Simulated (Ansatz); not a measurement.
Geometry optimisation, RKS PBE-D4/6-31G* in Ansatz.

Input:

```yaml
crystal:
  periodic: [false, false, false]
  atoms:
    - { symbol: B, position_ang: [0.007429, -0.209527, -0.002064] }
    - { symbol: O, position_ang: [0.064807, -0.517831, 1.366425] }
    - { symbol: H, position_ang: [-0.838632, -0.617951, 1.720912] }
    - { symbol: "N", position_ang: [1.248372, -0.156411, -0.677347] }
    - { symbol: H, position_ang: [2.133286, -0.345802, -0.207482] }
    - { symbol: H, position_ang: [1.34046, 0.09425, -1.657302] }
    - { symbol: C, position_ang: [-1.371927, 0.028514, -0.756889] }
    - { symbol: H, position_ang: [-2.010664, -0.872807, -0.682112] }
    - { symbol: H, position_ang: [-1.949679, 0.860961, -0.314825] }
    - { symbol: H, position_ang: [-1.250609, 0.248395, -1.83153] }
    - { symbol: H, position_ang: [0.185528, 2.069069, 0.737251] }
    - { symbol: H, position_ang: [0.093129, 1.699941, 1.339862] }
basis:
  gaussian: { orbitals: "6-31G*" }
hamiltonian:
  xc: pbe
  dispersion: d4
relax:
  f_tol: 0.03
  max_steps: 50
output:
  orbitals: {}
```

Run as:

```bash
$ ansatz run input.yaml --threads 1 --pin off --max-ram 2048MiB --backend cpu --events-out ev --progress --plain --runs-dir out
```

Q: Where does it end, and by what steps?

A: It converged. The force dipped under the threshold on the way, but the program's further checks kept it going. After 17 steps the energy has fallen by 0.245 eV; H11 moved furthest, 1.63 Å.

```
step  energy less start (eV)  largest force component (eV/Å)  accepted
   0                  0.0000                           1.294       yes
   1                 -0.1370                           0.162       yes
   2                 -0.1821                           0.147       yes
   3                 -0.2031                           0.128       yes
   4                 -0.2115                           0.214       yes
   5                 -0.2217                           0.140       yes
   6                 -0.2026                           1.242        no
   7                 -0.2269                           0.093       yes
   8                 -0.2310                           0.062       yes
   9                 -0.2324                           0.445       yes
  10                 -0.2375                           0.117       yes
  11                 -0.2342                           0.294        no
  12                 -0.2384                           0.016       yes
  13                 -0.2408                           0.037       yes
  14                 -0.2425                           0.207       yes
  15                 -0.2438                           0.134       yes
  16                 -0.2449                           0.036       yes
  17                 -0.2451                           0.024       yes
```

```xyz
12
Properties=species:S:1:pos:R:3
B 0.044 -0.293 -0.206
O 0.171 -0.237 1.184
H -0.704 -0.130 1.598
N 1.245 -0.473 -0.932
H 2.149 -0.560 -0.473
H 1.284 -0.521 -1.944
C -1.366 -0.156 -0.930
H -2.060 -0.956 -0.613
H -1.856 0.802 -0.675
H -1.299 -0.203 -2.031
H -0.067 2.848 2.151
H 0.110 2.159 1.906
```

Whether the end is a true minimum wasn't checked by a vibrational analysis.

The run took 48 s on 1 thread of Arm Neoverse V2, on a shared host, peak memory 0.14 GiB.
